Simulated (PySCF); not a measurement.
Species: C₉H₆S.
Numbering: `[CH:1]#[C:2][c:3]1[cH:4][cH:5][c:6]([CH:7]=[S:8])[cH:9][cH:10]1` (hydrogens: H11 on C1; H12 on C4; H13 on C5; H14 on C7; H15 on C9; H16 on C10)

Level of theory: PySCF, PBE0-D3(BJ)/def2-SVP geometry optimisation, gas phase.

Some entries are withheld. Bonds in one row agree within 0.01 Å.

```json
{"coordinate": "C1≡C2", "value": "1.213 Å"}
{"coordinate": "C2–C3", "value": "?"}
{"coordinate": "C3–C4, C3–C10", "value": "1.408 Å"}
{"coordinate": "C4–C5, C9–C10", "value": "1.385 Å"}
{"coordinate": "C5–C6, C6–C9", "value": "?"}
{"coordinate": "C6–C7", "value": "?"}
{"coordinate": "C7=S8", "value": "1.625 Å"}
{"coordinate": "C1–H11", "value": "1.075 Å"}
{"coordinate": "C4–H12, C10–H16", "value": "1.091 Å"}
{"coordinate": "C5–H13, C9–H15", "value": "1.093 Å"}
{"coordinate": "C7–H14", "value": "1.103 Å"}
{"coordinate": "C1–C2–C3", "value": "179.8°"}
{"coordinate": "C2–C3–C4", "value": "120.4°"}
{"coordinate": "C4–C3–C10", "value": "119.1°"}
{"coordinate": "C3–C4–C5", "value": "?"}
{"coordinate": "C4–C5–C6", "value": "?"}
{"coordinate": "C5–C6–C7", "value": "?"}
{"coordinate": "C5–C6–C9", "value": "118.8°"}
{"coordinate": "C7–C6–C9", "value": "?"}
{"coordinate": "C6–C7–S8", "value": "127.4°"}
```

**Question.** Fill in the missing values.

**Answer.** 
- C2–C3 = 1.426 Å, drawn single (alkyne carbon to substituted aromatic carbon); 0.01 Å above the sum of covalent radii, 1.42 Å.
- C5–C6, C6–C9 = 1.406 Å, aromatic (aromatic CH carbon to substituted aromatic carbon); 0.05 Å below the sum of covalent radii, 1.46 Å.
- C6–C7 = 1.458 Å, drawn single (substituted aromatic carbon to thiocarbonyl carbon); equal to the sum of covalent radii, 1.46 Å.
- C3–C4–C5 = 120.4°, at the aromatic CH carbon, inside a 6-membered ring; the outer atoms are 2.424 Å apart.
- C4–C5–C6 = 120.6°, at the aromatic CH carbon, inside a 6-membered ring; the outer atoms are 2.423 Å apart.
- C5–C6–C7 = 122.0°, at the substituted aromatic carbon; the outer atoms are 2.505 Å apart.
- C7–C6–C9 = 119.2°, at the substituted aromatic carbon; the outer atoms are 2.470 Å apart.

Radii are Cordero's, carbon taken as 0.76, 0.73 or 0.69 Å for four, three, and two or fewer neighbours.

No PBE0-D3(BJ)/def2-SVP frequencies stand behind this structure, so it isn't proved a minimum. The numbers are those of one conformer (C5–C6–C7–S8 0°).

Time: 77 s wall; peak memory 0.87 GiB. Hardware: Arm Neoverse V2, one thread, shared host with 64 logical CPUs at a one-minute load of 16. This is the geometry optimisation.
